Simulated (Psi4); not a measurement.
Computed with SAPT0/jun-cc-pVDZ, frozen core (Psi4).

Psi4 input:

```
molecule {
0 1
C -0.06345851 0.00643327 -0.01982842
F 1.25654121 -0.12771398 0.39235369
H -0.69983124 0.09513811 0.86161809
H -0.34324013 -0.87563531 -0.59733808
H -0.15001133 0.90177790 -0.63680527
--
0 1
F -3.32303876 -0.68342710 3.98495638
B -2.15834421 -0.82062658 3.38801816
F -1.26373917 0.14085604 3.46535907
F -1.88815312 -1.91787405 2.71382957
units angstrom
symmetry c1
no_reorient
no_com
}
set basis jun-cc-pvdz
set scf_type df
set freeze_core true
energy('sapt0')
```

Part of the output:

```
    SAPT Results
  --------------------------------------------------------------------------------------------------------
    Electrostatics                  0.46004264 [mEh]       0.28868112 [kcal/mol]       1.20784179 [kJ/mol]
      Elst10,r                      0.46004264 [mEh]       0.28868112 [kcal/mol]       1.20784179 [kJ/mol]

    Exchange                        1.24217617 [mEh]       0.77947732 [kcal/mol]       3.26133309 [kJ/mol]
      Exch10                        1.24217617 [mEh]       0.77947732 [kcal/mol]       3.26133309 [kJ/mol]
      Exch10(S^2)                   1.24089233 [mEh]       0.77867170 [kcal/mol]       3.25796238 [kJ/mol]

    Induction                      -0.11523351 [mEh]      -0.07231012 [kcal/mol]      -0.30254554 [kJ/mol]
      Ind20,r                      -0.43280806 [mEh]      -0.27159116 [kcal/mol]      -1.13633741 [kJ/mol]
      Exch-Ind20,r                  0.35828447 [mEh]       0.22482690 [kcal/mol]       0.94067575 [kJ/mol]
      delta HF,r (2)               -0.04070992 [mEh]      -0.02554586 [kcal/mol]      -0.10688388 [kJ/mol]

    Dispersion                     -0.76925850 [mEh]      -0.48271699 [kcal/mol]      -2.01968790 [kJ/mol]
      Disp20                       -0.83255260 [mEh]      -0.52243464 [kcal/mol]      -2.18586655 [kJ/mol]
      Exch-Disp20                   0.06329410 [mEh]       0.03971765 [kcal/mol]       0.16617864 [kJ/mol]
      Disp20 (SS)                  -0.41627630 [mEh]      -0.26121732 [kcal/mol]      -1.09293327 [kJ/mol]
      Disp20 (OS)                  -0.41627630 [mEh]      -0.26121732 [kcal/mol]      -1.09293327 [kJ/mol]
      Exch-Disp20 (SS)              0.03571865 [mEh]       0.02241379 [kcal/mol]       0.09377931 [kJ/mol]
      Exch-Disp20 (OS)              0.02757545 [mEh]       0.01730386 [kcal/mol]       0.07239933 [kJ/mol]

  Total HF                          1.58698531 [mEh]       0.99584831 [kcal/mol]       4.16662935 [kJ/mol]
  Total SAPT0                       0.81772681 [mEh]       0.51313132 [kcal/mol]       2.14694144 [kJ/mol]
```
